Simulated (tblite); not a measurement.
Record of a relaxation.

Compound: CH₉SSeSi₃ (doublet state).
Bonds: Si1–Si2, Si2–C3, C3–Se4, Se4–Si5, Si5–S6. Hydrogens: H7, H8, H9 on Si1; H10 on Si2; H11, H12 on C3; H13, H14 on Si5; H15 on S6.

Computed with GFN2-xTB (tblite), gas phase: L-BFGS steps from a force-field or distance-geometry start until the largest atomic force falls under 0.01 eV/Å. 12 of its 242 geometries are shown.

Step 0: E = -497.8874 eV, largest atomic force 1.620 eV/Å
```
atom  x, y, z in Å  |  force x, y, z in eV/Å
Si1     3.388    0.202   -0.225    0.368   0.396   0.044
Si2     1.190    0.468    0.202    0.528   1.216   0.776
C3      0.216   -0.869   -0.626   -0.712  -1.304   0.638
Se4    -1.345   -0.182   -1.577   -0.463  -0.196  -0.562
Si5    -3.117   -0.451   -0.130    0.434  -0.045   0.009
S6     -3.046    1.288    1.137   -0.168   1.205  -0.368
H7      4.004   -0.685    0.743    0.228  -0.086   0.101
H8      3.526   -0.383   -1.550    0.291  -0.058  -0.200
H9      3.971    1.561   -0.185    0.039  -0.424  -0.034
H10     0.806    1.754   -0.358   -0.349   0.319  -0.061
H11     0.874   -1.417   -1.322   -0.608  -0.066   0.182
H12    -0.176   -1.531    0.192    0.266   0.034  -1.007
H13    -2.906   -1.612    0.759    0.003   0.405  -0.187
H14    -4.387   -0.535   -0.842    0.153   0.056  -0.051
H15    -3.002    2.401    0.255   -0.010  -1.451   0.721
```

Step 22: E = -498.3664 eV, largest atomic force 0.119 eV/Å
```
atom  x, y, z in Å  |  force x, y, z in eV/Å
Si1     3.425    0.233   -0.259   -0.053   0.015   0.007
Si2     1.192    0.553    0.142   -0.111  -0.007  -0.028
C3      0.141   -0.883   -0.601   -0.009  -0.045   0.014
Se4    -1.413   -0.313   -1.683    0.018   0.039  -0.111
Si5    -3.047   -0.397   -0.118   -0.061   0.045   0.070
S6     -3.113    1.303    1.205    0.031   0.007   0.001
H7      3.983   -0.657    0.762    0.007  -0.036   0.047
H8      3.751   -0.374   -1.550    0.056  -0.017  -0.076
H9      4.138    1.504   -0.181    0.022   0.061   0.002
H10     0.512    1.790   -0.275    0.026  -0.018   0.025
H11     0.749   -1.465   -1.297    0.026  -0.009   0.038
H12    -0.260   -1.575    0.139    0.045   0.000   0.019
H13    -2.820   -1.509    0.792   -0.019   0.001  -0.031
H14    -4.289   -0.431   -0.877    0.008  -0.034   0.017
H15    -2.953    2.230    0.272    0.014  -0.001   0.005
```

Step 44: E = -498.3779 eV, largest atomic force 0.082 eV/Å
```
atom  x, y, z in Å  |  force x, y, z in eV/Å
Si1     3.404    0.257   -0.281    0.020  -0.009   0.008
Si2     1.162    0.514    0.109    0.001  -0.001   0.035
C3      0.106   -0.925   -0.600   -0.009  -0.065  -0.022
Se4    -1.428   -0.376   -1.736    0.031  -0.011   0.027
Si5    -3.035   -0.382   -0.134   -0.001   0.018   0.009
S6     -2.978    1.312    1.193    0.006  -0.003   0.082
H7      3.931   -0.649    0.749    0.016   0.017  -0.011
H8      3.868   -0.295   -1.563   -0.032   0.019  -0.002
H9      4.051    1.561   -0.133    0.005  -0.003   0.019
H10     0.461    1.756   -0.234   -0.037   0.040  -0.023
H11     0.728   -1.532   -1.258    0.015  -0.041  -0.029
H12    -0.305   -1.592    0.158   -0.007   0.033  -0.015
H13    -2.817   -1.500    0.768   -0.017  -0.012  -0.002
H14    -4.307   -0.394   -0.838   -0.014   0.002  -0.019
H15    -2.847    2.252    0.272    0.021   0.015  -0.059
```

Step 66: E = -498.3994 eV, largest atomic force 0.072 eV/Å
```
atom  x, y, z in Å  |  force x, y, z in eV/Å
Si1     3.335    0.371   -0.260    0.002   0.011   0.005
Si2     1.073    0.405    0.110    0.010   0.020  -0.021
C3      0.075   -1.088   -0.588    0.001   0.014  -0.025
Se4    -1.448   -0.580   -1.760    0.056  -0.014  -0.019
Si5    -3.009   -0.333   -0.136   -0.048   0.022   0.049
S6     -2.659    1.345    1.173   -0.011  -0.004  -0.063
H7      3.940   -0.608    0.650    0.002  -0.024  -0.010
H8      3.830    0.043   -1.604    0.002  -0.003   0.001
H9      3.887    1.686    0.076   -0.052  -0.025  -0.007
H10     0.320    1.595   -0.310   -0.010   0.044   0.012
H11     0.714   -1.709   -1.216    0.014  -0.006   0.005
H12    -0.355   -1.730    0.179    0.020  -0.028   0.019
H13    -2.961   -1.472    0.765   -0.008  -0.005   0.025
H14    -4.282   -0.153   -0.816    0.013   0.010  -0.017
H15    -2.464    2.235    0.209    0.010  -0.012   0.044
```

Step 88: E = -498.4063 eV, largest atomic force 0.049 eV/Å
```
atom  x, y, z in Å  |  force x, y, z in eV/Å
Si1     3.302    0.390   -0.273    0.005  -0.014   0.007
Si2     1.044    0.416    0.104   -0.006  -0.046  -0.006
C3      0.094   -1.121   -0.568    0.039   0.017   0.024
Se4    -1.445   -0.676   -1.734   -0.010  -0.001  -0.017
Si5    -3.016   -0.326   -0.134    0.011   0.013   0.002
S6     -2.623    1.347    1.167   -0.002   0.001  -0.005
H7      3.910   -0.642    0.577   -0.011   0.014  -0.012
H8      3.815    0.143   -1.627   -0.004   0.003  -0.007
H9      3.820    1.695    0.139    0.008  -0.001   0.008
H10     0.264    1.585   -0.329   -0.001   0.029  -0.010
H11     0.755   -1.718   -1.198   -0.004  -0.003   0.009
H12    -0.298   -1.779    0.207    0.000   0.008   0.001
H13    -3.066   -1.444    0.794   -0.002  -0.012   0.005
H14    -4.245   -0.079   -0.871   -0.023   0.002  -0.007
H15    -2.317    2.219    0.217   -0.001  -0.011   0.007
```

Step 110: E = -498.4110 eV, largest atomic force 0.077 eV/Å
```
atom  x, y, z in Å  |  force x, y, z in eV/Å
Si1     3.314    0.402   -0.309   -0.005   0.004  -0.026
Si2     1.057    0.506    0.067    0.037  -0.003   0.006
C3      0.086   -1.060   -0.485   -0.026  -0.021  -0.004
Se4    -1.440   -0.727   -1.715    0.023   0.020   0.013
Si5    -3.062   -0.369   -0.166    0.045  -0.042   0.047
S6     -2.630    1.272    1.162   -0.005  -0.001   0.002
H7      3.852   -0.757    0.415   -0.007   0.016  -0.007
H8      3.821    0.284   -1.685   -0.005   0.000   0.017
H9      3.910    1.618    0.249   -0.016  -0.018   0.002
H10     0.289    1.666   -0.410   -0.009   0.005  -0.017
H11     0.746   -1.726   -1.045    0.009  -0.002   0.017
H12    -0.327   -1.633    0.344   -0.001  -0.007   0.000
H13    -3.166   -1.504    0.745   -0.006   0.059  -0.048
H14    -4.261   -0.076   -0.932   -0.024   0.000  -0.009
H15    -2.192    2.113    0.236   -0.008  -0.011   0.009
```

Step 131: E = -498.4157 eV, largest atomic force 0.040 eV/Å
```
atom  x, y, z in Å  |  force x, y, z in eV/Å
Si1     3.319    0.423   -0.371   -0.011  -0.010  -0.013
Si2     1.073    0.572    0.036   -0.009  -0.038  -0.007
C3      0.082   -1.030   -0.362   -0.008   0.015  -0.008
Se4    -1.386   -0.763   -1.680    0.023  -0.017   0.015
Si5    -3.079   -0.391   -0.215    0.000   0.010   0.000
S6     -2.662    1.195    1.183    0.011  -0.015   0.004
H7      3.793   -0.845    0.196    0.019   0.003   0.006
H8      3.834    0.464   -1.746   -0.001   0.002  -0.001
H9      3.955    1.529    0.347    0.013   0.005   0.000
H10     0.296    1.681   -0.544   -0.009   0.017   0.010
H11     0.740   -1.771   -0.820   -0.009   0.014   0.015
H12    -0.380   -1.495    0.508   -0.001   0.008  -0.013
H13    -3.276   -1.547    0.647   -0.007   0.005   0.004
H14    -4.229   -0.033   -1.029   -0.005  -0.001  -0.014
H15    -2.084    2.019    0.323   -0.006   0.001   0.000
```

Step 153: E = -498.4391 eV, largest atomic force 0.113 eV/Å
```
atom  x, y, z in Å  |  force x, y, z in eV/Å
Si1     3.421    0.417   -0.620   -0.070   0.004   0.016
Si2     1.241    0.598    0.056    0.018  -0.042   0.024
C3      0.100   -0.933    0.022    0.044  -0.054   0.057
Se4    -1.197   -0.970   -1.524    0.004   0.005   0.020
Si5    -3.125   -0.450   -0.446    0.002  -0.002   0.033
S6     -2.803    0.808    1.279    0.024   0.067  -0.079
H7      3.929   -0.909   -0.253   -0.013  -0.007  -0.020
H8      3.797    0.643   -2.021   -0.011  -0.033  -0.028
H9      4.162    1.413    0.160    0.018   0.027   0.010
H10     0.409    1.726   -0.386   -0.027   0.042   0.016
H11     0.688   -1.847   -0.091   -0.052   0.059   0.044
H12    -0.513   -1.035    0.920    0.028   0.005  -0.109
H13    -3.771   -1.608    0.157    0.032   0.004  -0.034
H14    -3.956    0.277   -1.392    0.005  -0.005   0.001
H15    -2.386    1.877    0.611    0.002  -0.071   0.050
```

Step 175: E = -498.4830 eV, largest atomic force 0.120 eV/Å
```
atom  x, y, z in Å  |  force x, y, z in eV/Å
Si1     3.489    0.158   -0.794    0.022   0.025  -0.058
Si2     1.536    0.829    0.193   -0.008  -0.034   0.019
C3      0.085   -0.383    0.343   -0.086   0.050  -0.015
Se4    -0.945   -0.579   -1.396    0.000   0.024  -0.046
Si5    -3.074   -0.675   -0.627   -0.025   0.024   0.045
S6     -3.345    0.419    1.215    0.085   0.085   0.005
H7      3.819   -1.212   -0.391   -0.048  -0.014  -0.002
H8      3.618    0.211   -2.258   -0.019  -0.027   0.041
H9      4.535    1.034   -0.256    0.010   0.032  -0.003
H10     0.893    2.108   -0.147    0.025   0.050   0.001
H11     0.398   -1.389    0.608    0.009  -0.051   0.023
H12    -0.667   -0.048    1.058    0.029  -0.023   0.051
H13    -3.483   -2.018   -0.255    0.008  -0.039   0.024
H14    -3.950   -0.047   -1.601    0.033   0.009  -0.090
H15    -2.913    1.600    0.780   -0.035  -0.110   0.004
```

Step 197: E = -498.5106 eV, largest atomic force 0.051 eV/Å
```
atom  x, y, z in Å  |  force x, y, z in eV/Å
Si1     3.407   -0.048   -0.831    0.000  -0.015   0.002
Si2     1.686    0.913    0.332   -0.012   0.001   0.020
C3      0.026   -0.007    0.428    0.011   0.009   0.015
Se4    -0.880   -0.100   -1.372   -0.016   0.003  -0.002
Si5    -2.934   -0.779   -0.697   -0.001  -0.017   0.006
S6     -3.539    0.208    1.123   -0.008  -0.022   0.030
H7      3.731   -1.337   -0.207   -0.002   0.001  -0.005
H8      3.268   -0.307   -2.268   -0.012  -0.005  -0.014
H9      4.558    0.845   -0.671    0.015  -0.003   0.002
H10     1.326    2.324    0.119   -0.018   0.010  -0.005
H11     0.131   -1.042    0.751    0.034  -0.031  -0.004
H12    -0.685    0.487    1.088   -0.025   0.015   0.015
H13    -2.978   -2.182   -0.306    0.023   0.037  -0.027
H14    -3.855   -0.414   -1.762    0.003  -0.006   0.009
H15    -3.267    1.447    0.745    0.007   0.025  -0.041
```

Step 219: E = -498.5153 eV, largest atomic force 0.019 eV/Å
```
atom  x, y, z in Å  |  force x, y, z in eV/Å
Si1     3.349   -0.093   -0.830    0.004   0.007  -0.010
Si2     1.701    0.958    0.365    0.005   0.001   0.000
C3      0.030    0.055    0.456   -0.007  -0.001   0.002
Se4    -0.870    0.041   -1.347    0.005  -0.002   0.000
Si5    -2.879   -0.782   -0.700    0.016   0.011  -0.001
S6     -3.571    0.196    1.092    0.003   0.005  -0.009
H7      3.652   -1.372   -0.175   -0.003  -0.009   0.002
H8      3.134   -0.400   -2.250   -0.005   0.006   0.005
H9      4.544    0.752   -0.754   -0.003   0.000   0.002
H10     1.353    2.369    0.135    0.002   0.003   0.001
H11     0.136   -0.992    0.737    0.003  -0.010  -0.001
H12    -0.678    0.528    1.136    0.004   0.002   0.000
H13    -2.794   -2.178   -0.304   -0.006  -0.007   0.009
H14    -3.806   -0.508   -1.786   -0.007  -0.001   0.000
H15    -3.306    1.434    0.699   -0.010  -0.004   0.000
```

Step 241: E = -498.5161 eV, largest atomic force 0.009 eV/Å
```
atom  x, y, z in Å  |  force x, y, z in eV/Å
Si1     3.339   -0.088   -0.839    0.004  -0.008   0.002
Si2     1.710    0.954    0.391   -0.002  -0.004   0.003
C3      0.046    0.039    0.472    0.003  -0.001   0.000
Se4    -0.839    0.015   -1.339   -0.002   0.003   0.000
Si5    -2.865   -0.775   -0.705    0.002   0.003   0.002
S6     -3.555    0.204    1.088    0.000   0.005  -0.005
H7      3.645   -1.378   -0.206   -0.004   0.007  -0.004
H8      3.084   -0.373   -2.256    0.002   0.001  -0.008
H9      4.540    0.748   -0.778    0.004   0.003   0.002
H10     1.359    2.369    0.179   -0.002  -0.004   0.001
H11     0.160   -1.007    0.753   -0.002   0.003   0.003
H12    -0.671    0.506    1.146   -0.001  -0.001   0.002
H13    -2.812   -2.173   -0.309    0.000   0.001   0.002
H14    -3.785   -0.479   -1.790    0.001  -0.005   0.001
H15    -3.361    1.445    0.666   -0.002  -0.002   0.000
```

Q: Summarise the path.

A: The energy falls by 14.50 kcal/mol from step 0 to step 241; nine tenths of that is first reached at step 164. It rises by more than 0.2 meV at step 114. The largest force goes from 1.620 to 0.009 eV/Å. Among the bonds S6–H15 changes most, from 1.421 to 1.326 Å; the atoms move by 1.261 Å rms after alignment.

What follows is the cost of the whole relaxation. On one thread, Arm Neoverse V2 (aarch64), shared host, this took 2.0 s wall.
